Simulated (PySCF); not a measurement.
# Nuclear quadrupole coupling in `COC(=O)P=C=O`

Compound: C3H3O3P.
Z-matrix (Å and degrees, GFN2-xTB geometry), rows numbered from 1:
```
C 
O   1  1.4251
C   2  1.3256  1  116.95
O   3  1.1958  2  126.94  1    -0.00
P   3  1.8514  2  104.20  1  -179.96
C   5  1.6502  3   97.38  2  -179.94
O   6  1.1535  5  172.76  3   179.94
H   1  1.0915  2  110.11  3    59.65
H   1  1.0868  2  106.06  3   179.55
H   1  1.0916  2  110.20  3   -60.61
```

Field gradients from the PBE0/pcSseg-1 density (PySCF, non-relativistic), principal values in atomic units, ordered |Vxx| ≤ |Vyy| ≤ |Vzz|:

| atom | Vxx | Vyy | Vzz |
| --- | --- | --- | --- |
| O2 | -0.5220 | -1.2116 | 1.7336 |
| O4 | 0.6475 | 0.7754 | -1.4229 |
| O7 | 0.0165 | 0.6310 | -0.6475 |

Q: Find the asymmetry η = (Vxx − Vyy)/Vzz and the couplings χ = eQV/h (234.96 MHz × Q in barn × V in au), with Q(17O) = −0.0256 b.

A: 
```csv
atom,environment,nucleus,η,χzz (MHz),χxx (MHz),χyy (MHz)
O2,oxygen singly bound to a carbonyl carbon,17O,0.40,-10.43,3.14,7.29
O4,carbonyl oxygen,17O,0.09,8.56,-3.89,-4.66
O7,oxygen bonded to C,17O,0.95,3.895,-0.099,-3.795
```

At O7 η is above 0.9: Vyy and Vzz are nearly equal in size and opposite in sign, so a small change could swap them and flip the sign of χzz. The tensor is traceless: Vxx + Vyy + Vzz = 0.

Q: What is Vzz at O2 in SI units (1 au = 9.71736 × 10²¹ V/m²)?

A: 1.7336 au = 16.846 × 10²¹ V/m².

Q: What couplings would deuterons (Q(2H) = 0.00286 b) have in place of the hydrogens, at this geometry?

A: 
| atom | bonded to | bond length (Å) | Vzz (au) | η | χzz (kHz) |
| --- | --- | --- | --- | --- | --- |
| H8 | C1 | 1.092 | 0.2953 | 0.10 | 198 |
| H9 | C1 | 1.087 | 0.3057 | 0.08 | 205 |
| H10 | C1 | 1.092 | 0.2953 | 0.10 | 198 |

The structure is a single GFN2-xTB conformer in the gas phase; no vibrational or solvent corrections. GFN2-xTB bond lengths can be off by several hundredths of an ångström, more for odd bonds, and the gradients follow them. With a basis this small, the couplings can be 20 % off.
